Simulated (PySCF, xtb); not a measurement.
Mg(NH2)(SeH) (H3MgNSe), SMILES [NH2][Mg][SeH].

GFN2-xTB in xtb at its own geometry gives an orbital gap of 2.07 eV and a dipole moment of 4.63 D.

Geometry optimised at B3LYP-D3(BJ)/def2-TZVP. The values are those of a single conformer.

Question: What does r2SCAN/def2-TZVPD (PySCF) give? (An estimate is asked for; the answer gives what the named calculation found.)

Answer: gap 4.00 eV (levels -5.47 and -1.47 eV), dipole 1.71 D.
